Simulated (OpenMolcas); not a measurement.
Mo I: effect of the basis set

- Program: OpenMolcas 26.06
- Method: CASSCF
- Active space: 6 electrons in 6 orbitals (4d 5s)
- State averaging: 2S+1 = 7 even, 1 root; 2S+1 = 5 even, 23 roots kept (CI in the orbitals of an earlier block); 2S+1 = 3 even, 30 roots kept (CI in the orbitals of an earlier block); 2S+1 = 1 even, 1 root kept (CI in the orbitals of an earlier block, 0 in the spin-orbit step)
- Spin-orbit coupling: RASSI with atomic mean-field integrals over the reference wave functions, term energies averaged over their components

A. ANO-R1 [6s4p3d1f], X2C, finite nucleus; cost about 30 core-seconds
B. ANO-RCC-VDZP [6s5p3d1f], DKH2, point nucleus; cost of the order of 40 core-seconds
C. ANO-R2 [7s5p4d2f1g], X2C, finite nucleus; cost about 30 core-seconds
D. ANO-RCC-VTZP [7s6p4d2f1g], DKH2, point nucleus; cost of the order of 40 core-seconds
E. ANO-R3 [8s6p5d3f2g1h], X2C, finite nucleus; cost of the order of 60 core-seconds
F. ANO-RCC-VQZP [8s7p5d3f2g1h], DKH2, point nucleus; cost roughly 70 core-seconds

Energies in eV above 4d⁵ 5s ⁷S₃, the measured ground level; measured values from NIST Handbook of Basic Atomic Spectroscopic Data.

```csv
Level,A,B,C,D,E,F,Measured
4d⁵ 5s ⁷S₃,0.0000,0.0000,0.0000,0.0000,0.0000,0.0000,0.0000
4d⁵ 5s ⁵S₂,2.0885,2.0804,2.0723,2.0757,2.0645,2.0682,1.3351
4d⁴ 5s² ⁵D₀,2.5208,2.5688,2.5732,2.5763,2.5754,2.5780,1.3596
4d⁴ 5s² ⁵D₁,2.5320,2.5785,2.5830,2.5860,2.5852,2.5878,
4d⁴ 5s² ⁵D₂,2.5542,2.5982,2.6027,2.6056,2.6049,2.6075,
4d⁴ 5s² ⁵D₃,2.5872,2.6283,2.6329,2.6356,2.6351,2.6376,
4d⁴ 5s² ⁵D₄,2.6336,2.6727,2.6775,2.6800,2.6797,2.6823,
4d⁵ 5s ⁵G₄,2.8575,2.8208,2.8212,2.8214,2.8208,2.8213,
4d⁵ 5s ⁵G₅,2.8575,2.8208,2.8212,2.8214,2.8208,2.8213,
4d⁵ 5s ⁵G₃,2.8575,2.8208,2.8212,2.8214,2.8208,2.8213,
4d⁵ 5s ⁵G₂,2.8575,2.8208,2.8212,2.8214,2.8208,2.8213,2.0632
4d⁵ 5s ⁵G₆,2.8575,2.8208,2.8212,2.8214,2.8208,2.8213,
4d⁵ 5s ⁵P₃,3.2536,3.2130,3.2136,3.2141,3.2135,3.2141,
4d⁵ 5s ⁵P₂,3.2558,3.2148,3.2153,3.2158,3.2152,3.2158,
4d⁵ 5s ⁵P₁,3.2606,3.2180,3.2185,3.2189,3.2184,3.2189,
```

Deviations, from unrounded energies. A percentage is the sum of absolute deviations over the sum of measured energies, with the sign that they share, or ± where signs differ.

| Against measurement | Levels | A | B | C | D | E | F |
| --- | --- | --- | --- | --- | --- | --- | --- |
| mean absolute deviation (cm-1) | 3 | 7300 | 7300 | 7300 | 7300 | 7300 | 7300 |
| other terms of the ground configuration (%) | 2 | +45.5 | +44.2 | +44.0 | +44.1 | +43.8 | +43.9 |
| other configurations (%) | 1 | +85.4 | +88.9 | +89.3 | +89.5 | +89.4 | +89.6 |

A, B, C, D, E, F lie about equally close to measurement. The largest miss of E in the table is 4d⁴ 5s² ⁵D₀, by +9800 cm-1. The ranking rests on the paired levels alone, and a cruder setting can come out closer through cancelling errors.

Among A to F the level of the table that moves most is 4d⁴ 5s² ⁵D₀, by 460 cm-1 (lowest in A, highest in F).

Some high roots are left out of the spin-orbit mixing, which shifts the levels that they would mix with. Without dynamic correlation excited terms often stand tens of per cent too high (terms of higher spin than the ground term too low), and those without a measured partner can miss by more than the paired ones. Terms from blocks run as CI alone lack orbitals of their own. Configurations are named by rounded mean occupations; where the s occupation lies near a half they are strongly mixed, a name can repeat and a true partner stay unpaired. A single d shell beside an s shell can misplace configurations of different d count against each other. Computed and measured levels are paired by configuration, term and J; levels that our copy of the source lacks, or whose pairing is in doubt (as where it misses far off the trend of its configuration), stay unpaired and out of the deviations. Levels of configurations outside the active space are missing. The table leaves out levels that lie high or whose names do not pair safely across all columns.
